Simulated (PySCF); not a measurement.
C6H10O.
Numbering: `[CH2:1]=[CH:2][C:3](=[O:4])[CH:5]([CH3:6])[CH3:7]` (hydrogens: H8, H9 on C1; H10 on C2; H11 on C5; H12, H13, H14 on C6; H15, H16, H17 on C7)

Computed geometry: GFN2-xTB, gas phase.

Question: Give the optimised bond lengths and angles.

Answer: 
| bond | length (bohr) | order |
| --- | --- | --- |
| C1=C2 | 2.507 | double |
| C2–C3 | 2.801 | single |
| C3=O4 | 2.285 | double |
| C3–C5 | 2.876 | single |
| C5–C6, C5–C7 | 2.889 | single |
| C1–H8 | 2.038 | single |
| C1–H9 | 2.035 | single |
| C2–H10 | 2.042 | single |
| C5–H11 | 2.070 | single |
| C6–H12 and 5 like bonds | 2.055 | single |

Bonds in one row agree within 0.02 bohr and their mean is given. Orders are formal, as drawn. A selection of angles:
| angle | degrees |
| --- | --- |
| C2–C1–H8 | 119.8 |
| C2–C1–H9 | 122.9 |
| H8–C1–H9 | 117.4 |
| C1–C2–C3 | 121.2 |
| C1–C2–H10 | 121.7 |
| C3–C2–H10 | 117.2 |
| C2–C3–O4 | 122.4 |
| C2–C3–C5 | 114.7 |
| O4–C3–C5 | 122.8 |
| C3–C5–C6 | 107.7 |
| C3–C5–C7 | 110.9 |
| C3–C5–H11 | 108.5 |
| C6–C5–C7 | 110.9 |
| C6–C5–H11 | 108.9 |
| C5–C6–H12 | 110.0 |
| C5–C6–H14 | 111.3 |
| H12–C6–H13 | 108.6 |
| H13–C6–H14 | 108.5 |

Torsions: C1–C2–C3–O4 2° (synperiplanar); C2–C3–C5–C6 -78° (synclinal). The mirror-image conformer, all signs reversed, is as good.

The 5 C–C bonds span 1.327 Å (C1=C2, drawn double) to 1.533 Å (C5–C6, drawn single), a spread of 0.206 Å. Of the pairs four or more bonds apart, O4···H8 is among the closest relative to their van der Waals radii: 2.53 Å, 93 % of the sum of Bondi's values.

Point group: C1 (no symmetry element, even within 0.4 Å). Whether it is a minimum is left open (no frequencies). The numbers are those of one conformer.
